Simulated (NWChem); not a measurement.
System: GaHCl₂; SMILES [Cl][GaH][Cl]

```xyz
4

Ga     0.0000     0.0000    -0.5656
H      0.0000     0.0000    -2.1130
Cl    -1.8054     0.0000     0.5779
Cl     1.8054     0.0000     0.5779
```
Atoms are numbered in this order, from 1.

The geometry was optimised at PBE0/def2-SVP.

Symmetry labels are those of C2v in the frame above (b1 and b2, or b-type labels, depend on it).

Question: List the 4 lowest vertical singlet excitations from PBE/def2-SVPD, TDA (NWChem).

Answer: 
| state | energy (eV) | oscillator strength | symmetry | leading excitation (squared amplitude) |
|---|---|---|---|---|
| S1 | 5.26 | 0.000 | a2 | HOMO → LUMO (1.00) |
| S2 | 5.37 | 0.002 | b2 | HOMO−1 → LUMO (0.99) |
| S3 | 5.75 | 0.004 | b1 | HOMO−2 → LUMO (0.55) |
| S4 | 6.10 | 0.088 | b1 | HOMO → LUMO+1 (0.54) |
